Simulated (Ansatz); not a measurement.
Co3⁺, relaxed as a triplet with UKS PBE-D4/def2-TZVP in Ansatz, starting from the PBE-D4/def2-TZVP geometry of the charge +1 septet. Force threshold 0.02 eV/Å.

The charge 1 triplet is spin-contaminated (final ⟨S²⟩ up to 4.12, 2.00 for a pure state). The relaxation made no stability test and no search for a lower SCF solution. At PBE-D4/def2-TZVP a septet of charge 1 lies 0.55 eV below the triplet, each at its own geometry. The structure comes from a short search, and lower isomers may exist.

Start:

```xyz
3

Co    0.366   -0.309    1.112
Co   -0.040    1.301   -0.342
Co   -0.327   -0.992   -0.770
```

```csv
step,energy (eV),largest force component (eV/Å),SCF passes
1,-112855.8843,2.127,277
2,-112856.0722,1.335,111
3,-112856.2009,0.575,120
4 (rejected),-112856.1280,0.563,133
5,-112856.2139,0.174,103
6,-112856.2185,0.017,85
```

Force components are those of the run's own axes.

End:

```
atom   x (Å)   y (Å)   z (Å)
 Co1   0.431  -0.330   1.303
 Co2  -0.074   1.225  -0.428
 Co3  -0.357  -0.895  -0.875
```

By distances, no bond broke or formed. The bond that changes most is Co1–Co3, from 2.12 to 2.38 Å (atoms count from 1).

No frequencies were taken in this run, so the end may be a saddle point.

It took 32 s on 4 threads of Intel Xeon Platinum 8488C on a shared host.
